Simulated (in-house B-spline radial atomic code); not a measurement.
Values are calculated unless marked as measured or tabulated.
# Making a Troullier-Martins p channel for Mg, r_c = 0.72 bohr

Mg, [Ne] 3s2, non-relativistic PBE, spherical and spin-unpolarised, from an all-electron radial atomic-structure program (B-spline basis) (atomic units). The all-electron 2p level is ε = -1.714563 hartree and its outer maximum at 0.48 bohr.

Inside r_c the pseudo-orbital is u(r) = r^2 exp(p(r)), with p = c0 + c2 r² + c4 r⁴ + … + c12 r¹². The seven coefficients follow from p and its first four derivatives at r_c, from zero curvature of the screened potential at the origin, c4 = −c2²/(2l + 5), and from the norm inside r_c. At r_c the all-electron orbital has P = 1.007987, P' = -0.949823, the screened potential V = -4.331888, V' = 11.72247, V'' = -46.19686, and the norm inside is Q = 0.6140543.

What are p, p' and p'' at r_c?

p = ln(P/r_c^2) = ln(1.007987/0.5184) = 0.66496. p' = P'/P − 2/r_c = -0.94230 − 2.77778 = -3.72007. The radial equation gives p'' = 2(V − ε) − 2(2) p'/r_c − p'² = -5.23465 − (-20.66708) − 13.83895 = 1.59348. Differentiating, p''' = 2V' + 2(2)p'/r_c² − 2(2)p''/r_c − 2p'p'' = -2.2563, and p'''' = 2V'' − 4(2)p'/r_c³ + 4(2)p''/r_c² − 2(2)p'''/r_c − 2p''² − 2p'p''' = 2.6006.

For a trial c2 the five matching conditions are linear in c0, c6, c8, c10 and c12, and c2 is varied until the norm inside r_c equals Q. The root nearest zero gives:

| n | c_n |
| --- | --- |
| 0 | 2.995061 |
| 2 | -6.370119 |
| 4 | -5.796917 |
| 6 | 57.66304 |
| 8 | -132.196 |
| 10 | 136.1171 |
| 12 | -54.20798 |

Check c4 and p(r_c), and find the screened pseudopotential at the origin.

−c2²/7 = -5.79692, as listed. The terms c_n r_c^n are 2.99506, -3.30227, -1.55786, 8.03327, -9.54725, 5.09610, -1.05209, which sum to 0.66496. Inverting the radial equation, V_l(r) = ε + 2 p'/r + (p'' + p'²)/2, so V_l(0) = ε + (2l + 3) c2 = -1.714563 + 5 × (-6.37012) = -33.5652 hartree, finite where the all-electron potential diverges.

Orbitals and screened potentials:

```tsv
r (bohr)	P	u	V all-electron	V pseudo
0.072	0.1811	0.1002	-138.4	-33.52
0.18	0.6375	0.5246	-43.15	-31.94
0.288	0.9655	0.965	-21.61	-25.68
0.396	1.122	1.168	-13.01	-15.74
0.504	1.149	1.17	-8.515	-7.855
0.612	1.099	1.1	-5.926	-5.191
0.72	1.008	1.008	-4.332	-4.332
```

Logarithmic derivatives P'/P at R = 1.02 bohr, for energies E around ε:

| E − ε (hartree) | all-electron | pseudo |
| --- | --- | --- |
| -0.5 | -0.116914 | -0.115359 |
| -0.25 | -0.652986 | -0.652431 |
| -0.1 | -1.05482 | -1.05471 |
| 0 | -1.36895 | -1.36894 |
| 0.1 | -1.73085 | -1.73068 |
| 0.25 | -2.39318 | -2.39184 |
| 0.5 | -4.01563 | -4.00593 |

With P(R) = 0.7054785 and a norm of 0.8365727 inside R, what slope in energy does norm conservation fix?

d(P'/P)/dE = −2 × (norm inside R)/P(R)² = -3.3618 per hartree·bohr at E = ε, for both atoms, since orbital and norm agree at R. Differences over ±0.1 hartree give -3.3801 (all-electron) and -3.3798 (pseudo), which also hold third-order terms. Half a hartree below ε the two curves differ by +0.0016.
